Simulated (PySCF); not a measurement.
In(Br)(OMe)(NH2) (CH5BrInNO), SMILES [NH2][In]([Br])[O]C. Geometry optimised at PBE-D3(BJ)/def2-SVP. The def2 effective core potentials stand for the cores of In; spin–orbit coupling is left out. The values are those of a single conformer.

Computed equilibrium geometry at PBE-D3(BJ)/def2-SVP (PySCF confirms it by a frequency run) as a Z-matrix (one conformer of several):
```
In
O 1 2.0245
C 2 1.4115 1 120.46
H 3 1.1137 2 108.07 1 -176.09
H 3 1.1173 4 106.83 2 122.68
H 3 1.1183 4 106.50 5 114.32
N 1 2.0650 2 124.40 3 -1.51
H 7 1.0300 1 110.24 2 161.29
H 7 1.0302 8 106.83 1 121.28
Br 1 2.4972 2 113.94 3 -172.34
```
Charge 0, spin multiplicity 1.
